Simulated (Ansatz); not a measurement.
Reaction (formal exchange of groups at the Si–S bond): `BC(=C)S[SiH2]F` + `COCO` → `OCO[SiH2]F` + `BC(=C)SC`

Gas-phase electronic energies from Ansatz, PBE0-D4/def2-TZVP geometries. CCSD(T)/CBS adds triple-zeta CCSD(T) − MP2 to the extrapolated MP2 energy (def2 sets, frozen cores). This one scheme is used for every species. Functionals use def2-TZVPP. B3LYP here is the variant with VWN-RPA as its local correlation; programs differ in this. One conformer a species, not always the lowest.

```
             level  ΔE (kJ/mol)  difference from CCSD(T)/CBS
            PBE-D4        -69.6                         12.6
         r2SCAN-D4        -78.7                          3.5
           PBE0-D4        -72.8                          9.4
          B3LYP-D4        -79.5                          2.7
           ωB97X-V        -77.1                          5.1
           ωB97M-V        -79.4                          2.8
            B2PLYP        -83.3                         -1.1
               PBE        -70.6                         11.6
            r2SCAN        -79.0                          3.2
              PBE0        -73.8                          8.4
             B3LYP        -81.4                          0.8
     HF/def2-TZVPP        -87.4                         -5.2
    MP2/def2-TZVPP        -85.0                         -2.8
SCS-MP2/def2-TZVPP        -85.0                         -2.8
   CCSD/def2-TZVPP        -82.3                         -0.1
CCSD(T)/def2-TZVPP        -80.8                          1.4
     HF/def2-QZVPP        -89.1                         -6.9
    MP2/def2-QZVPP        -86.3                         -4.1
SCS-MP2/def2-QZVPP        -86.3                         -4.1
      HF/CBS(def2)        -89.3                         -7.1
     MP2/CBS(def2)        -86.3                         -4.1
    CCSD/CBS(def2)        -83.7                         -1.5
       CCSD(T)/CBS        -82.2                            0
```

Largest T1 diagnostic among the species: 0.012.

From PBE to PBE0 (25 % exact exchange), in def2-TZVPP and without D4, ΔE moves by −3.2 kJ/mol.
